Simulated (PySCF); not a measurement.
Si(NCO)2Cl2: 4 charge schemes on one density

Species: Si(NCO)2Cl2, C2Cl2N2O2Si.
Geometry (PBE0-D3(BJ)/def2-SVP, Å), atoms numbered from 1 in this order:
```
atom  x, y, z in Å
Si1   -0.631   -0.071   -0.484
N2    -0.697    0.047    1.199
C3    -0.791    0.122    2.393
O4    -0.876    0.195    3.550
N5     0.981   -0.053   -0.987
C6     2.093   -0.019   -1.436
O7     3.174    0.012   -1.861
Cl8   -1.609    1.508   -1.319
Cl9   -1.512   -1.809   -1.080
```

Density: PBE0/pcSseg-1 (PySCF); schemes: Mulliken, IAO, Hirshfeld and ESP-fitted. Isolated species at its PBE0-D3(BJ)/def2-SVP geometry, gas phase.

Problem. Tabulate the Mulliken, IAO, Hirshfeld and ESP-fitted charges.

Solution. In e:

```
atom                     environment  Mulliken     IAO  Hirshfeld  ESP-fitted
 Si1  silicon bonded to 2 Cl and 2 N    +1.085  +1.302     +0.457      +0.214
  N2     nitrogen bonded to C and Si    -0.658  -0.610     -0.237      -0.292
  C3        carbon bonded to N and O    +0.690  +0.572     +0.277      +0.603
  O4              oxygen bonded to C    -0.307  -0.336     -0.166      -0.350
  N5     nitrogen bonded to C and Si    -0.658  -0.610     -0.237      -0.298
  C6        carbon bonded to N and O    +0.689  +0.572     +0.277      +0.607
  O7              oxygen bonded to C    -0.307  -0.336     -0.166      -0.351
 Cl8           chlorine bonded to Si    -0.267  -0.277     -0.103      -0.066
 Cl9           chlorine bonded to Si    -0.266  -0.276     -0.102      -0.065
```

Mean size of the charges over all atoms: Mulliken 0.547 e, IAO 0.543 e, ESP-fitted 0.316 e, Hirshfeld 0.224 e. Each set sums to the total charge, 0, to within 0.001 e. The IAO scheme counts the electrons in orthogonalised intrinsic atomic orbitals, a minimal basis polarised so that it spans the occupied orbitals exactly. The ESP scheme is a least-squares fit of atom-centred charges to the potential on four shells outside the van der Waals surface, with the total charge fixed.

Lowest charge. The schemes don't all agree: Mulliken N2 and N5 (-0.658); IAO N2 and N5 (-0.610); Hirshfeld N2 and N5 (-0.237); ESP-fitted O7 (-0.351).

Highest charge. The schemes don't all agree: Mulliken Si1 (+1.085); IAO Si1 (+1.302); Hirshfeld Si1 (+0.457); ESP-fitted C6 (+0.607).

Problem. Sum the charges by element, for elements with more than one atom.

Solution. 
```
element  atoms  Mulliken     IAO  Hirshfeld  ESP-fitted
      N      2    -1.316  -1.220     -0.474      -0.590
      C      2    +1.378  +1.144     +0.553      +1.209
      O      2    -0.614  -0.673     -0.332      -0.702
     Cl      2    -0.533  -0.553     -0.205      -0.132
```

Problem. How many electrons does the IAO scheme count on O7?

Solution. Z − q = 8 − (-0.336) = 8.336.
